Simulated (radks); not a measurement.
Q: Isoelectronic series with 6 electrons, each ion in its NIST ground configuration. All-electron calculation, non-relativistic Kohn-Sham, PBEsol, spin-polarised, spherical densities, point nucleus; open shells are filled with parallel spins first (spin-orbit coupling, left out, can overturn this in heavy ions). Program: a radial shooting solver on a logarithmic mesh with Libxc functionals. Total energies (hartree) and screening constants sigma, defined by e = -(Z - sigma)^2 / (2 n^2) hartree (* marks an orbital that is empty in some or all of the ions):

| ion | configuration | E (hartree) | 2p down* | 2p up | 2s down | 2s up |
|---|---|---|---|---|---|---|
| C | [He] 2s2 2p2 | -37.62352 | 4.984 | 4.666 | 4.141 | 3.934 |
| F3+ | [He] 2s2 2p2 | -95.12487 | 4.501 | 4.306 | 3.933 | 3.772 |
| P9+ | [He] 2s2 2p2 | -291.21955 | 4.352 | 4.174 | 3.828 | 3.683 |
| Ar12+ | [He] 2s2 2p2 | -429.77750 | 4.325 | 4.149 | 3.807 | 3.665 |
| Sc15+ | [He] 2s2 2p2 | -595.33797 | 4.307 | 4.132 | 3.793 | 3.653 |
| Cr18+ | [He] 2s2 2p2 | -787.89992 | 4.294 | 4.120 | 3.783 | 3.644 |
| Co21+ | [He] 2s2 2p2 | -1007.46279 | 4.284 | 4.111 | 3.776 | 3.638 |
| Zn24+ | [He] 2s2 2p2 | -1254.02629 | 4.277 | 4.104 | 3.770 | 3.633 |
| As27+ | [He] 2s2 2p2 | -1527.59024 | 4.271 | 4.099 | 3.765 | 3.629 |
| Kr30+ | [He] 2s2 2p2 | -1828.15451 | 4.266 | 4.094 | 3.761 | 3.625 |
| Mo36+ | [He] 2s2 2p2 | -2510.28373 | 4.259 | 4.087 | 3.755 | 3.620 |
| Rh39+ | [He] 2s2 2p2 | -2891.84858 | 4.256 | 4.085 | 3.753 | 3.618 |

Estimate the row of Mg6+ ([He] 2s2 2p2).

A: E (hartree) -179.66647; 2p down* 4.399; 2p up 4.217; 2s down 3.863; 2s up 3.713.
